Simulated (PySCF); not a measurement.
Compound: C₂H₅ClO₂Si.
Atom-mapped SMILES: `[CH3:1][C:2](=[O:3])[O:4][SiH2:5][Cl:6]` (hydrogens: H7, H8, H9 on C1; H10, H11 on Si5)

Method: PBE0-D3(BJ)/def2-SVP geometry optimisation, gas phase in PySCF 2.14.0; density fitting, grid level 1; the optimiser is geomeTRIC in internal coordinates, started from a GFN2-xTB structure with every atom displaced at random (about 0.01 Å).

Step 1: E = -26627.4539 eV
```
atom  x, y, z in Å  |  force x, y, z in eV/Å
C1     -1.9435    0.1613    0.4104   -0.089  -0.227  -0.050
C2     -0.6066    0.3367   -0.2359   -0.089  -0.107   0.196
O3     -0.3680    0.9925   -1.2152    0.047   0.158  -0.241
O4      0.3535   -0.3434    0.4010    0.527  -0.181   0.062
Si5     1.9432   -0.2715   -0.2519   -0.294  -0.067   0.138
Cl6     3.0596   -1.4721    1.0043   -0.144   0.159  -0.161
H7     -2.7033    0.7252   -0.1370   -0.056   0.043  -0.042
H8     -2.1993   -0.9161    0.4180    0.040   0.249   0.038
H9     -1.9000    0.4973    1.4563    0.016  -0.029   0.009
H10     1.9571   -0.8553   -1.6123    0.010  -0.023   0.019
H11     2.4579    1.1122   -0.1811    0.033   0.026   0.030
```

Step 2: E = -26627.4639 eV
```
atom  x, y, z in Å  |  force x, y, z in eV/Å
C1     -1.9466    0.1654    0.4056    0.045  -0.096   0.033
C2     -0.5939    0.3071   -0.2192   -0.189   0.031   0.041
O3     -0.3545    0.9604   -1.2035    0.186   0.005  -0.067
O4      0.3672   -0.3753    0.4219    0.026   0.002  -0.013
Si5     1.9366   -0.2670   -0.2525   -0.067   0.001   0.003
Cl6     3.0824   -1.4574    0.9741   -0.051   0.059  -0.058
H7     -2.6856    0.7441   -0.1599    0.044  -0.004   0.001
H8     -2.2291   -0.8982    0.4230   -0.005   0.020   0.025
H9     -1.9100    0.5081    1.4496    0.000  -0.009   0.022
H10     1.9470   -0.8434   -1.6155    0.008  -0.007   0.005
H11     2.4374    1.1230   -0.1670    0.002  -0.001   0.007
```

Step 3: E = -26627.4635 eV
```
atom  x, y, z in Å  |  force x, y, z in eV/Å
C1     -1.9423    0.1649    0.4039    0.058   0.248  -0.140
C2     -0.5849    0.2891   -0.2141    0.241  -0.093   0.062
O3     -0.2895    0.9272   -1.1971   -0.236   0.042   0.030
O4      0.3636   -0.4013    0.4389   -0.314  -0.044   0.160
Si5     1.9126   -0.2597   -0.2549    0.146   0.126  -0.187
Cl6     3.0824   -1.4349    0.9490    0.078  -0.078   0.078
H7     -2.6647    0.7571   -0.1710    0.017  -0.032   0.051
H8     -2.2457   -0.8869    0.4284   -0.012  -0.167  -0.024
H9     -1.9056    0.5094    1.4477    0.022   0.023  -0.013
H10     1.9247   -0.8336   -1.6182    0.012  -0.001  -0.007
H11     2.4002    1.1355   -0.1560   -0.011  -0.023  -0.011
```

Step 4: E = -26627.4682 eV
```
atom  x, y, z in Å  |  force x, y, z in eV/Å
C1     -1.9419    0.1650    0.4027    0.005   0.038  -0.006
C2     -0.5862    0.2966   -0.2107    0.025  -0.011   0.022
O3     -0.3131    0.9465   -1.1913   -0.002  -0.010   0.005
O4      0.3628   -0.3943    0.4381   -0.114  -0.010   0.029
Si5     1.9179   -0.2632   -0.2562    0.077   0.058  -0.076
Cl6     3.0836   -1.4371    0.9594    0.024  -0.026   0.021
H7     -2.6663    0.7555   -0.1684   -0.006  -0.005   0.013
H8     -2.2381   -0.8931    0.4187   -0.001  -0.033   0.001
H9     -1.9073    0.5054    1.4479    0.001   0.000   0.001
H10     1.9308   -0.8448   -1.6164   -0.005   0.001  -0.003
H11     2.4085    1.1302   -0.1674   -0.004  -0.002  -0.006
```

Q: Estimate the geometry and energy of step 5. (The exact step hangs on the optimiser's Hessian estimate; all steps are aligned on step 4, rigid shifts and turns removed.)

A: E = -26627.4686 eV, largest force 0.065 eV/Å
```
atom  x, y, z in Å  |  force x, y, z in eV/Å
C1     -1.9423    0.1664    0.4024    0.001  -0.008   0.017
C2     -0.5856    0.2938   -0.2092    0.000  -0.015   0.003
O3     -0.3124    0.9406   -1.1918    0.019   0.008  -0.007
O4      0.3618   -0.3977    0.4397   -0.059   0.003   0.020
Si5     1.9185   -0.2615   -0.2565    0.037   0.020  -0.050
Cl6     3.0851   -1.4390    0.9570    0.009  -0.007   0.008
H7     -2.6662    0.7561   -0.1698   -0.002  -0.003   0.003
H8     -2.2389   -0.8925    0.4204    0.002   0.000   0.005
H9     -1.9080    0.5094    1.4468   -0.002  -0.004   0.005
H10     1.9310   -0.8408   -1.6177   -0.002   0.002  -0.002
H11     2.4076    1.1319   -0.1649   -0.004   0.004  -0.002
```

The energy changes by -0.0004 eV. The first-order estimate −F·Δx gives -0.0005 eV and the mean of the old and new forces, exact on a quadratic surface, -0.0003 eV. The step makes an angle of 75° with the force vector and moves no atom by more than 0.006 Å.

What follows is the cost of the whole optimisation. The run took 51 s wall on one thread of an Arm Neoverse V2, no GPU (shared host), and the process peaked at 0.50 GiB of memory.
